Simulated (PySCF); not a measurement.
I (iodine, neutral) across methods

[Kr] 4d10 5s2 5p5, 2P determinant. Computed with PySCF 2.14 in dyall-av2z, with no relativity, point nucleus.

```tsv
method	E (hartree)	mean ε 5s β (eV)	mean ε 5p α (eV)	mean ε 5p β (eV)	Σ⟨r²⟩ (bohr²)	⟨S²⟩
PBE	-6920.02	-15.665	-7.469	-6.780	63.19	0.751
r2SCAN	-6920.59	-16.035	-7.841	-7.063	63.00	0.753
PW91	-6920.98	-15.738	-7.507	-6.826	63.14	0.751
UHF	-6917.97508	-21.209	-11.465	-10.417	63.65	0.758
PBE0	-6920.22	-17.327	-8.688	-7.928	62.99	0.752
revPBE	-6920.25	-15.583	-7.440	-6.741	63.16	0.752
LDA	-6914.76	-15.964	-7.577	-6.923	63.04	0.751
wB97X	-6920.72	-20.103	-10.943	-10.211	63.17	0.752
```

A non-relativistic calculation at this Z misses sizeable relativistic shifts.
